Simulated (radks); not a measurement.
Species: Tl II. Configuration: [Hg]. Calculated with a radial shooting solver on a logarithmic mesh with Libxc functionals: Dirac Kohn-Sham, PBEsol, spin-unpolarised, spherical densities, point nucleus.

Normalised radial functions P(r) = r R(r) (large component), r in bohr:

```
   r/bohr * 5p1/2, o 5p3/2, + 6s1/2 (the largest magnitude, 1.08, reaches the edge; | marks zero, & curves that meet)
 0.002053                             o&
 0.003213                             o*+
 0.005029                             |o&
 0.007871                             | &*
  0.01232                             |+ o *
  0.01928                             +    o *
  0.03042                           + |      o*
  0.04762                          +  |    * o
  0.07453                          *  &
   0.1167                  *o         |   +
   0.1826                        o  * |+
   0.2858                       +     |            o  *
   0.4473                             +  *    o
   0.7057  *    o                     |        +
    1.105  o *                      + |
    1.729            +      o *       |
    2.706             +              &|
    4.235                       +     &
    6.629                            +&
```

5p1/2: eigenvalue -98.260 eV, 3 radial nodes at r = 0.0644, 0.191, 0.467 bohr, <r> = 0.942 bohr, 90 % of the charge inside 1.36 bohr. 5p3/2: eigenvalue -77.967 eV, 3 radial nodes at r = 0.0730, 0.209, 0.508 bohr, <r> = 1.04 bohr, 90 % of the charge inside 1.50 bohr. 6s1/2: eigenvalue -16.379 eV, 5 radial nodes at r = 0.0191, 0.0767, 0.198, 0.446, 1.05 bohr, <r> = 2.38 bohr, 90 % of the charge inside 3.48 bohr.
